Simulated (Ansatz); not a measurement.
Cu₂F. Total charge 0; doublet. Geometry r2SCAN-D4/def2-TZVP, basis def2-TZVP, Ansatz.

```xyz
3

Cu   -0.663    0.602    0.907
Cu   -0.067    0.023   -1.272
F     0.730   -0.625    0.366
```

```csv
run,HOMO (eV),LUMO (eV)
A,-5.24,-2.50
B,-6.16,0.15
C,-4.62,-3.54
D,-6.18,-1.87
E,-4.53,-3.92
F,-4.75,-4.26
```

The structure comes from a short search, and lower isomers may exist.

HOMO and LUMO are taken over both spins.

Task: The runs used CAM-B3LYP, HF, LDA (SPW92), PBE, r2SCAN, r2SCAN0. Estimate which is which.

Result: A r2SCAN0 (25 % exact exchange); B HF (100 % exact exchange); C r2SCAN (0 % exact exchange); D CAM-B3LYP (range-separated); E PBE (0 % exact exchange); F LDA (SPW92) (0 % exact exchange). Exact exchange lowers occupied and raises empty levels; among semilocal functionals meta-GGAs tend to open the gap a little, and such runs are hard to tell apart. The gap grows from 0.49 eV (LDA (SPW92)) to 6.31 eV (HF).
